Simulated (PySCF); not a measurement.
**How methods differ on the ionisation energy of Mo**

Mo [Kr] 4d5 5s1 (7S) → Mo⁺ [Kr] 4d5 (6S), as a difference of total energies. Computed with PySCF 2.14 in aug-cc-pVTZ-PP with one added diffuse shell each of s, p, d, f, g type with ECP28MDF (7s7p6d4f3g, 113 functions), with a scalar-relativistic core potential. Correlated levels: valence: 4s2 4p6 frozen. The calculations carry no spin-orbit coupling.

```tsv
method	ionisation energy (eV)	error (eV)
UHF	6.243	-0.849
LDA	7.785	+0.693
PBE	7.521	+0.429
PBE0	7.244	+0.152
r2SCAN	7.567	+0.475
revPBE	7.444	+0.352
TPSS	7.358	+0.266
MP2 (valence)	6.815	-0.277
SCS-MP2 (valence)	6.434	-0.658
```

Reference: 7.092 eV (measured; NIST Atomic Spectra Database, ionization energies).

Errors of the correlated levels include the incompleteness of this basis and the frozen core.
